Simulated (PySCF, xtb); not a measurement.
Ti(NH2)3(Me) (CH9N3Ti), SMILES [CH3][Ti]([NH2])([NH2])[NH2], multiplicity 1. The values are those of a single conformer.

Harmonic wavenumbers (cm⁻¹) from GFN2-xTB (xtb) at its own minimum, in rising order: 59, 97, 99, 103, 117, 121, 139, 153, 154, 190, 191, 268, 358, 408, 408, 466, 527, 534, 534, 618, 618, 1213, 1486, 1487, 1488, 1489, 1492, 2898, 2899, 2906, 3289, 3290, 3291, 3312, 3325, 3326.

Q: What does PBE-D3(BJ)/def2-SVP (PySCF) give at its own minimum? (The exact figures need the calculation; the answer reports its results.)

A: 128, 142, 146, 146, 159, 159, 249, 249, 307, 370, 370, 390, 418, 461, 461, 500, 500, 527, 664, 727, 727, 1085, 1352, 1352, 1431, 1431, 1436, 2939, 3044, 3044, 3443, 3443, 3445, 3553, 3553, 3553. Paired by order, the mean absolute difference is 104 cm⁻¹ and the zero-point energies are 62.0 and 65.6 kcal/mol.
